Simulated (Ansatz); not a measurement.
```yaml
crystal:
  periodic: [true, true, true]
  atoms:
    - {symbol: O, position_ang: [-1.370954, 0.628290, 1.006869]}
    - {symbol: Zr, position_ang: [0.007948, -0.055894, -0.361420]}
    - {symbol: O, position_ang: [1.340867, -1.026372, 0.421453]}
    - {symbol: Cl, position_ang: [-1.141009, -1.472903, -1.802488]}
    - {symbol: Br, position_ang: [1.124327, 2.057514, -1.565735]}
    - {symbol: H, position_ang: [-1.771833, 0.937317, 1.785238]}
    - {symbol: H, position_ang: [1.850358, -1.507475, 0.801750]}
basis:
  gaussian: {orbitals: cc-pVTZ-DK}
magnetization: {spin_polarized: true, initial_magnetization: 2}
hamiltonian: {xc: {name: PBE0}}
correlation: {method: rpa}
```

```sh
$ ansatz run in.yaml --threads 4 --pin off --events-out ev --progress --plain --max-ram 10444MiB
```

Task: How does Ansatz answer? (Estimate.)

Result: Ansatz gave: The program refused the input.
```
Error: YAML parse error: error: line 2 column 3: crystal: missing field `lattice` (a structure is typed as `lattice` and `atoms`, a molecule's as `atoms` in Å alone, or read from a run's directory, `checkpoint`)
 --> <input>:2:3
1 | crystal:
2 |   periodic: [true, true, true]
3 |   atoms:
4 |     - {symbol: O, position_ang: [-1.370954, 0.628290, 1.006869]}
```
